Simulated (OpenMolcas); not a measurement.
Computed levels of 3s² 3p in ions with 13 electrons, in cm-1 above ²P°_1/2.

| Quantity | Value |
| --- | --- |
| Program | OpenMolcas 26.06 |
| Method | MS-CASPT2, IPEA 0.25 Eh, imaginary shift 0.1 Eh |
| Basis | ANO-RCC-VQZP |
| Scalar Hamiltonian | DKH2, point nucleus |
| Spin-orbit coupling | RASSI with atomic mean-field integrals over the reference wave functions, term energies averaged over their components |

Active space for each ion: 3 electrons in 8 orbitals (3s 3p 4s 4p); closed shells correlated by CASPT2: 2s 2p.

```tsv
Level	Si+	S3+	Cl4+	Ar5+
²P°_3/2	264	833	1336	2020
```

Estimate ²P°_3/2 for P2+ from its neighbours Si+ and S3+.

²P°_3/2 is fine structure, which grows about as the fourth power of a screened charge, so the fourth roots are averaged: ((264^0.25 + 833^0.25) / 2)^4 = 489. The calculation gives 489, so the estimate is off by 0 %; the measured value is 559 (Martin, Zalubas and Musgrove, J. Phys. Chem. Ref. Data 14, 751 (1985)).

Over all roots computed the reference weight is 0.88 to 0.99 in Si+, 0.86 to 0.99 in P2+, 0.88 to 0.99 in S3+, 0.89 to 0.99 in Cl4+, 0.90 to 0.99 in Ar5+; the roots of lowest weight are the least certain, and an intruder state may touch them. The run also gave levels led by 3s 3p 4s, 3s² 4p, which use shells meant for correlation; these and all levels above them are left out (holds for Si+). The run also gave levels led by 3s² 4p, which use shells meant for correlation; these and all levels above them are left out (holds for P2+). Active for correlation alone: 4p 4s; no level in the range computed is led by a configuration that fills them, so any true level of that kind is missing (holds for S3+; Cl4+; Ar5+). Measured partners are found by configuration, term and J. A level has none where our copy of the source lacks it or the pairing is in doubt (some pairs that miss far off the trend of their configuration count as doubtful), and it then counts in no deviation. Levels of configurations outside the active space are missing.

° marks odd parity.
